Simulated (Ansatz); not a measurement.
Calculated with Ansatz (gas phase, PBE0-D4/def2-TZVP geometries, no zero-point term in ΔE). CCSD(T)/CBS is the MP2 limit (def2-TZVPP, def2-QZVPP) plus CCSD(T) − MP2 in def2-TZVPP, frozen cores. This one scheme is used for every species. DFT in def2-TZVPP. For Br outer-core shells are correlated without core-valence functions, which leaves a few kJ/mol of doubt a bond. Scalar relativity is left out up to krypton. One conformer a species, not always the lowest.

`OC=C(Cl)Cl` + HBr → `ClC(Cl)=CBr` + H₂O  (substitution at a C–O bond)

| species | CAM-B3LYP energy (Eh) |
| --- | --- |
| `OC=C(Cl)Cl` | -1073.06064 |
| HBr | -2574.88402 |
| `ClC(Cl)=CBr` | -3571.50057 |
| H₂O | -76.43858 |

Question: Work out ΔE.

Answer: ΔE = (-3571.50057) + (-76.43858) − (-1073.06064) − (-2574.88402) = 0.00551 Eh = +0.15 eV. CCSD(T)/CBS gives -0.06 eV.

Largest T1 diagnostic among the species: 0.012.

At CCSD(T), def2-SVP lies +0.34 eV from the extrapolated value and def2-TZVPP +0.04 eV. From BLYP to BHLYP (50 % exact exchange), in def2-TZVPP and without D4, ΔE moves by +0.03 eV.
